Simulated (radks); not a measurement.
Spherical quantum dot in the effective-mass picture: electrons in a hard-walled sphere of radius 2.62, with a point charge +2 (a donor) at the centre, all in effective atomic units (hartree* = m*/eps^2 hartree, bohr* = eps/m* bohr), one dielectric constant everywhere. Method: non-relativistic Kohn-Sham, r2SCAN, spin-polarised, spherical densities, generalised Kohn-Sham scheme; computed with a radial shooting solver with Libxc functionals. Levels are named by radial order and angular momentum (1s, 1p, 1d, 2s, ...), and open shells are averaged over m.

N = 33, configuration 1s2 1p6 1d10 2s2 1f(up 7, down 6). This is the lowest configuration that the search found. Occupied and some empty levels:

level    occupation  eigenvalue (hartree*)  <r> (bohr*)
1s up             1                 15.714        1.603
1s down           1                 15.727        1.598
1p up             3                 16.207        1.812
1p down           3                 16.224        1.811
1d up             5                 16.906        1.883
1d down           5                 16.925        1.882
2s up             1                 17.214       0.9749
2s down           1                 17.219       0.9789
1f up             7                 17.847        1.936
1f down           6                 17.867        1.935
1g up             0                 19.014        1.979
1g down           0                 19.036        1.979
2p up             0                 19.476        1.303
2p down           0                 19.484        1.302
2d up             0                 21.195        1.474
2d down           0                 21.209        1.473

Energy (hartree*): total 301.348, kinetic 95.614, external -42.331, Hartree 271.49, exchange-correlation -23.420.
